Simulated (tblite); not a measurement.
A tight-binding relaxation on `[NH]C(=O)CC/C=C\C=O` [radical].

Computed with GFN2-xTB geometry optimisation, gas phase (tblite 0.8.0). Start geometry: from a force field or distance geometry. The input is one job of a driver script: a line of settings, then coordinates in Å.

Command:
```bash
OMP_NUM_THREADS=1 python probes_run.py task.json out
```

Input:
```
{"job": {"kind": "relax", "xc": "GFN2-xTB", "basis": "xTB"}, "charge": 0, "multiplicity": 2}
N     -3.350400     1.117200    -0.729800
C     -2.332300     0.487900     0.008700
O     -2.453500     0.225900     1.267200
C     -1.055500     0.094800    -0.619000
C     -0.098300    -0.573700     0.362500
C      1.098900    -0.892000    -0.458300
C      2.283400    -0.409100    -0.192300
C      2.606000     0.482200     0.907500
O      3.795400     0.847600     1.026300
H     -4.237400     1.371000    -0.213000
H     -1.313600    -0.687600    -1.366200
H     -0.554100     0.906700    -1.143900
H      0.113000     0.011800     1.253000
H     -0.465800    -1.571800     0.688000
H      0.957500    -1.545700    -1.296900
H      3.101600    -0.710000    -0.838700
H      1.898100     0.856900     1.634000
```

Q: Give the output.

A: 
```
step      E/eV     max force
  0    -756.84428    3.874
  1    -757.22086    4.236
  2    -757.38956    1.428
  3    -757.46615    1.085
  4    -757.54639    1.030
  5    -757.61341    0.822
  6    -757.64235    0.733
  7    -757.65967    0.347
  8    -757.66909    0.248
  9    -757.67510    0.170
... (55 lines left out)
 65    -757.69687    0.020
 66    -757.69693    0.018
 67    -757.69700    0.025
 68    -757.69710    0.027
 69    -757.69724    0.028
 70    -757.69739    0.028
 71    -757.69750    0.020
 72    -757.69756    0.019
 73    -757.69759    0.011
 74    -757.69760    0.009
```

«max force» is the largest atomic force in eV/Å.

Q: From which step on does the largest force stay under 0.1 eV/Å, and how much energy is left to gain from there?

A: From step 15 (0.089 eV/Å), 9.4 meV above the end.

In short: energy lowered by 19.7 kcal/mol over 74 steps; largest atomic force 0.009 eV/Å at the end.

The run took 1.7 s on one thread, Intel Xeon at 2.50 GHz (x86_64) (shared host).
Labels such as C1 count atoms from 1, the log's own numbers from 0.
